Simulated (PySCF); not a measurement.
How methods differ on the excitation energy of Os²⁺

Os²⁺ [Xe] 4f14 5d6 (5D) → Os²⁺ [Xe] 4f14 5d5 6s1 (7S), as a difference of total energies. All numbers are calculated (PySCF 2.14, scalar relativity through the core potential, in def2-TZVPPD with the def2 core potential (60 electrons) (6s5p3d2f1g, 59 functions)). Correlated levels: valence and next inner shell: nothing frozen outside the core potential. The calculations carry no spin-orbit coupling.

```tsv
method	excitation energy (cm⁻¹)
UHF	-4327.8
MP2 (valence and next inner shell)	-2549.4
SCS-MP2 (valence and next inner shell)	779.64
CCSD (valence and next inner shell)	-1077.7
CCSD(T) (valence and next inner shell)	-772.10
```
